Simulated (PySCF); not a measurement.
# Phosphorus: a sound run and one with changed settings

Sound run: P⁺ [Ne] 3s2 3p2, P²⁺ [Ne] 3s2 3p1. Computed with PySCF 2.14 in def2-TZVP (5s5p2d1f, 37 functions), with the non-relativistic Hamiltonian (point nucleus). The sound run starts from symmetry-adapted Hartree-Fock orbitals and uses a fine grid where one is needed.

Changed run: 6 angular points. This setting is unsound on purpose.

```tsv
species	method	sound run (hartree)	changed run (hartree)	converged
P⁺	UHF	-340.34566	-340.34566	yes
P⁺	TPSS	-340.89848	-342.06057	yes
P⁺	LDA	-339.60075	-340.61226	yes
P²⁺	UHF	-339.64140	-339.64140	yes
P²⁺	TPSS	-340.16963	-340.59853	yes
P²⁺	LDA	-338.87223	-339.22395	yes
```

Ionisation energy of P⁺:

```csv
method,sound run (eV),changed run (eV)
UHF,19.164,19.164
```

A coarse angular grid integrates products of high-l functions wrongly, so density functionals can shift, and the SCF can exploit the error; Hartree-Fock and MP2 need no grid.

For comparison, NIST gives 19.769 eV between the lowest levels.
